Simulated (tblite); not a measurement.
Species: C7H9 (doublet state).
Cartesian coordinates in Å at the GFN2-xTB level; atoms count from 1:
```xyz
16
C7H9 angstrom
C      2.5582   -0.7580   -0.1381
C      1.2272   -0.9504   -0.1557
C      0.2398    0.0614    0.0030
C      0.6207    1.4938    0.2070
C     -1.0925   -0.2842   -0.0304
C     -2.0767   -1.1820   -0.1494
C     -2.4984    0.2285    0.0638
H      3.2428   -1.5780   -0.2651
H      2.9967    0.2143    0.0028
H      0.8439   -1.9527   -0.3017
H      1.2017    1.8595   -0.6401
H      1.2350    1.6028    1.1012
H     -0.2679    2.1105    0.3141
H     -2.4153   -2.1772   -0.2894
H     -2.9237    0.7926   -0.7619
H     -2.8989    0.5281    1.0285
```

Calculated harmonic vibrations of the isolated species, GFN2-xTB (tblite), most abundant isotopes, no scaling. Against measured fundamentals such values can be off by several per cent, at times by over 20. One conformer, not necessarily the lowest. Open shells enter through the occupations alone, without spin polarisation, and single modes of such species can be off by tens of per cent.

Harmonic wavenumbers (cm⁻¹): 104.3, 130.5, 149.8, 162.8, 264.8, 270.1, 419.9, 440.0, 483.4, 495.2, 622.6, 708.8, 832.4, 905.0, 940.7, 964.3, 975.1, 999.4, 1003.0, 1020.9, 1038.3, 1058.9, 1152.5, 1264.5, 1303.6, 1339.9, 1393.4, 1407.4, 1467.0, 1472.9, 1487.6, 1553.7, 1732.8, 2973.5, 2986.0, 2998.1, 3002.6, 3047.9, 3054.3, 3114.9, 3140.8, 3243.7.

A = 5748, B = 1735, C = 1356 MHz; mass 93.070 u (most abundant isotopes); point group Cs, symmetry number 1; spin multiplicity 2.

Task: Zero-point energy?

Result: ½Σν̃ = 28564 cm⁻¹ = 81.67 kcal/mol.

Task: What is S at 298.15 K and 1 bar for an ideal gas of classical rigid rotors and harmonic oscillators?

Result: Translation 39.53, rotation 27.57, vibration 19.82, spin (R ln 2) 1.38: S = 88.3 cal/(mol K).

Task: And Cp and H(298.15 K) − H(0)?

Result: Cp = 31.58 cal/(mol K), of which vibrations give 23.63 (their classical limit is 42 R = 83.5); H(298.15 K) − H(0) = 5.75 kcal/mol without the zero-point energy, 3.38 from vibrations.

Task: What must be added to the electronic energy to get the Gibbs energy at 298.15 K and 1 bar?

Result: ZPE + [H(298.15 K) − H(0)] − T·S = 81.67 + 5.75 − 26.33 = 61.09 kcal/mol.

Task: Blend soft modes into free rotors: weight 1/[1 + (100 cm⁻¹/ν̃)⁴] for the oscillator and the rest for a rotor with moment μB/(μ + B), μ = h/(8π²ν), B = 10⁻⁴⁴ kg m². What vibrational entropy results?

Result: 19.44 cal/(mol K) in place of 19.82, which changes −T·S at 298.15 K by +0.11 kcal/mol.

Hindered rotation and anharmonicity are outside this model. Other conformers, if any are populated, would add a mixing term that is left out.
